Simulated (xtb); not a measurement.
C2H4BNO2, SMILES CB(O)N=C=O. All values are semi-empirical tight-binding results from xtb (GFN2-xTB unless named), good for trends rather than for accurate numbers. The structure is a stationary point at GFN2-xTB. This is a generated structure with no PubChem entry under its InChIKey; it may be hypothetical. One conformer was computed; it need not be the lowest.

Computed properties:
| Quantity | Value |
|---|---|
| orbital gap | 5.30 eV |
| dipole moment | 3.98 D |
| zero-point energy | 42.7 kcal/mol |
| G − E(el) at 298.15 K (modified RRHO) | 22.9 kcal/mol |
| static polarisability (D4 model) | 50.6 bohr³ |
| solvation energy, GFN2-xTB/ALPB(water) | -5.6 kcal/mol |
| solvation energy, GFN2-xTB/ALPB(octanol) | -7.5 kcal/mol |

Computed IR lines (harmonic; lines under 4 % of the strongest left out, lines within 3 cm⁻¹ merged):
ν (cm⁻¹): 587 (w), 863 (w), 906 (w), 1154 (m), 1286 (m), 1565 (w), 2516 (vs) (against the strongest line: vs over 80 %, s over 45 %, m over 15 %, w over 4 %, vw less)
